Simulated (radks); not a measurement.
Values are calculated unless marked as measured or tabulated.
These are the eigenvalues of the occupied orbitals of an atom or ion with whole-number occupations (hartree). Level of theory: scalar-relativistic Kohn-Sham, PBE, spin-polarised, spherical densities, point nucleus (a radial shooting solver on a logarithmic mesh with Libxc functionals).

orbital  eigenvalue
1s        -3333.797
2s        -599.8307
2p        -513.1182
3s        -145.5767
3p        -120.8107
3d        -95.97625
4s        -34.21083
4p        -26.09852
4d        -16.83734
5s         -6.82744
4f         -6.64027
5p         -4.55066
5d         -2.01444
6s         -1.46992

Which element is it, and in what charge state? The configuration may be excited. Open shells, if any, are filled with parallel spins first.

Answer. Z = 83, bismuth, charge +3: Bi3+ in [Hg]. The list shows which subshells hold electrons but not how many an open one holds; the 1s level, -3333.8 hartree, gives Z - s = 81.7 by -(Z - s)^2/2, which with screening and relativity narrows Z to a few neighbours, and the depths of the outer levels then fix element, charge and occupations together.
